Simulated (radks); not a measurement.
Zn4+, configuration [Ar] 3d8 (the NIST ground configuration).

Method: Dirac Kohn-Sham, LDA (Slater exchange, Perdew-Wang correlation), spin-unpolarised, spherical densities, finite nucleus; open shells fill j = l - 1/2 first; Fermi nuclear charge, rms radius 3.9283 fm; computed with a radial shooting solver on a logarithmic mesh with Libxc functionals.

Energy parts (Ry):
total: -3577.07703
kinetic: 3642.50877
electron-nucleus: -8509.68794
Hartree: 1423.74533
exchange-correlation: -133.64319

Orbitals (lengths in bohr, moments of r in powers of bohr; r(max) is where P^2 peaks):
| orbital | occ. | eigenvalue (Ry) | r(max) | small-component weight |
|---|---|---|---|---|
| 1s1/2 | 2 | -703.5334 | 0.03296 | 1.17e-02 |
| 2s1/2 | 2 | -89.95900 | 0.1897 | 2.23e-03 |
| 2p1/2 | 2 | -79.90751 | 0.1502 | 2.22e-03 |
| 2p3/2 | 4 | -78.15732 | 0.1530 | 2.18e-03 |
| 3s1/2 | 2 | -14.26738 | 0.5862 | 5.11e-04 |
| 3p1/2 | 2 | -11.06107 | 0.5827 | 4.67e-04 |
| 3p3/2 | 4 | -10.82576 | 0.5907 | 4.57e-04 |
| 3d3/2 | 4 | -5.43165 | 0.5459 | 3.47e-04 |
| 3d5/2 | 4 | -5.39996 | 0.5485 | 3.44e-04 |

The highest occupied level is 3d5/2 at -73.470 eV. The density falls to 0.001 e/bohr^3 at r = 2.40 bohr. For comparison, the ionisation energy in NIST's Atomic Spectra Database is 83 eV (semi-empirical). In exact Kohn-Sham theory the highest level is minus the ionisation energy, but local and semilocal functionals leave it too shallow, through self-interaction and a potential that decays too fast; potentials with the right tail come closer. The electron density at the nucleus is 2.494e+04 e/bohr^3. Summed over all electrons, <r^2> = 10.87 bohr^2, which gives a Langevin (diamagnetic) susceptibility term of -8.61 x 10^-6 cm^3/mol.

Beside tabulated values, note that spin-unpolarised runs miss the spin-polarisation part of the exchange energy of open shells.
